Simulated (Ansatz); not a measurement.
Two isomers of C2H8GeSi: A = `C1[CH2][GeH2][SiH2]1`, B = `C[SiH]1[CH2][GeH2]1`.

Isolated molecules relaxed with PBE0-D4/def2-TZVP in Ansatz; ΔE leaves out vibrations. CCSD(T)/CBS adds triple-zeta CCSD(T) − MP2 to the extrapolated MP2 energy (def2 sets, frozen cores). DFT in def2-TZVPP. B3LYP here is the variant with VWN-RPA as its local correlation; programs differ in this. For Ge outer-core shells are correlated without core-valence functions, which leaves a few kJ/mol of doubt a bond. Scalar relativity is left out up to krypton.

Problem. Which isomer does CCSD(T)/CBS put lower? Give the gap. (Estimate.)

Solution. Ansatz gave: A, by 3.3 kcal/mol.

Problem. Give E(B) − E(A) in kcal/mol with CCSD/def2-TZVPP, r2SCAN-D4, MP2/def2-TZVPP, B3LYP, HF/def2-TZVPP, PBE0-D4, ωB97M-V. (An estimate is asked.)

Solution. The calculation gave: CCSD/def2-TZVPP 4.4, r2SCAN-D4 1.5, MP2/def2-TZVPP 3.7, B3LYP 2.4, HF/def2-TZVPP 4.9, PBE0-D4 3.5, ωB97M-V 3.4. None reverses the order clearly.

Largest T1 diagnostic: 0.011.

The D4 term adds +0.8 kcal/mol with B3LYP and +0.4 kcal/mol with PBE0; it sums over pairs of atoms, weighted by their polarisabilities, and B3LYP, whose exchange is more repulsive, gets the larger term. From PBE to PBE0 (25 % exact exchange), in def2-TZVPP and without D4, E(B) − E(A) moves by +0.9 kcal/mol.
